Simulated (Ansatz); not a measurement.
Program: Ansatz. Geometries: PBE0-D4/def2-TZVP. ΔE: electronic, gas phase. CBS: MP2 limit from def2 TZ/QZ plus the TZ coupled-cluster correction, frozen cores. This one scheme is used for every species. Functionals use def2-TZVPP. HSE06 is defined as in plane-wave codes. Elements past krypton have def2 core potentials. For In, Se outer-core shells are correlated without core-valence functions, which leaves a few kJ/mol of doubt a bond. Scalar relativity is left out up to krypton.

`F[C](=[Se])[InH2]` + CH₃OH → `C[O][InH2]` + `FC=[Se]`  (ligand exchange at the In–C bond)

`F[C](=[Se])[InH2]`:

Cartesian coordinates in Å:
```
F -0.357 1.095 -2.029
C -0.436 0.656 -0.792
Se -1.716 1.200 0.306
In 0.622 -0.698 0.540
H 1.850 0.048 1.462
H 0.036 -2.301 0.513
```

CH₃OH:

Z-matrix (Å, degrees):
```
C
O 1 1.409
H 1 1.097 2 112.4
H 1 1.090 2 107.0 3 -118.5
H 1 1.097 2 112.4 3 123.0
H 2 0.959 1 108.5 3 -61.6
```

`C[O][InH2]`:

```xyz
8

C     0.236   -0.756   -1.016
O    -0.656   -0.497    0.028
In   -0.401    0.950    1.366
H     0.616   -1.784   -0.949
H     1.109   -0.085   -1.030
H    -0.269   -0.654   -1.986
H     1.038    1.837    1.090
H    -1.674    0.989    2.497
```

`FC=[Se]`:

```xyz
4

F    -0.330    0.949    0.874
C     0.030    0.083   -0.054
Se   -0.154   -1.636    0.091
H     0.454    0.603   -0.912
```

| level | ΔE (kJ/mol) |
| --- | --- |
| HSE06-D4 | -22.5 |
| r2SCAN0 | -25.2 |
| HSE06 | -23.7 |
| CAM-B3LYP | -38.8 |
| HF/def2-SVP | -38.1 |
| CCSD(T)/def2-SVP | -35.3 |
| MP2/def2-TZVPP | -29.4 |
| CCSD(T)/def2-TZVPP | -27.9 |

(1) What does CCSD(T)/CBS give? (Best estimate.)

Largest T1 diagnostic among the species: 0.018.

## Answers

(1) Computed: -27.1 kJ/mol. The listed levels differ from it by 4.6, 1.9, 3.4, -11.7, -11.0, -8.2, -2.3, -0.8 kJ/mol.

From BLYP to BHLYP (50 % exact exchange), in def2-TZVPP and without D4, ΔE moves by +5.0 kJ/mol. Leaving LDA and LC-ωPBE aside and taking each functional with its dispersion term where it has one, the values, not all of them listed here, spread over 15.2 kJ/mol, from BLYP-D4 to HSE06-D4. LDA lies +5.3 kJ/mol from PBE without D4.
